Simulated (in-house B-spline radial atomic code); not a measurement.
Values are calculated unless marked as measured or tabulated.
# Work functions and surface energies across electron densities: Al, Sb, Pb, Cd, Cu, Au, Li, Ba, Rb

The positive ions are smeared into a uniform slab; the electrons are solved self-consistently in the LDA (PW92) on a fine grid across the film. Stabilised jellium adds, inside the slab, the constant potential −n de/dn that makes the bulk stable at the metal's density. No lattice, so no dependence on crystal face. Atomic units unless named.

Thick-film averages; measured work functions from the table in Wikipedia's article on work functions.

| metal | r_s (bohr) | Φ jellium (eV) | Φ stabilised (eV) | Φ measured (eV) | σ jellium (J/m²) | σ stabilised (J/m²) |
| --- | --- | --- | --- | --- | --- | --- |
| Al | 2.07 | 3.77 | 4.26 | 4.06 to 4.26 | -0.608 | 0.922 |
| Sb | 2.14 | 3.75 | 4.21 | 4.55 to 4.70 | -0.409 | 0.865 |
| Pb | 2.31 | 3.68 | 4.08 | 4.25 | -0.091 | 0.736 |
| Cd | 2.59 | 3.56 | 3.86 | 4.08 | 0.143 | 0.562 |
| Cu | 2.67 | 3.52 | 3.79 | 4.53 to 5.10 | 0.174 | 0.521 |
| Au | 3.01 | 3.35 | 3.54 | 5.10 to 5.47 | 0.225 | 0.381 |
| Li | 3.26 | 3.23 | 3.37 | 2.9 | 0.220 | 0.306 |
| Ba | 3.7 | 3.03 | 3.09 | 2.52 to 2.70 | 0.188 | 0.214 |
| Rb | 5.31 | 2.44 | 2.36 | 2.261 | 0.083 | 0.072 |

Where do the two models part, and which lies nearer to measurement?

They differ by +0.49 eV for Al and -0.08 eV for Rb; the stabilising potential vanishes near r_s = 4.2, where jellium is in equilibrium. Against the middle of the measured ranges the mean absolute misses are 0.73 eV (jellium) and 0.52 eV (stabilised). The largest miss of the stabilised model is -1.74 eV, for Au, a noble metal whose d shell the model lacks. Plain jellium has a negative surface energy for Al, Sb, Pb.
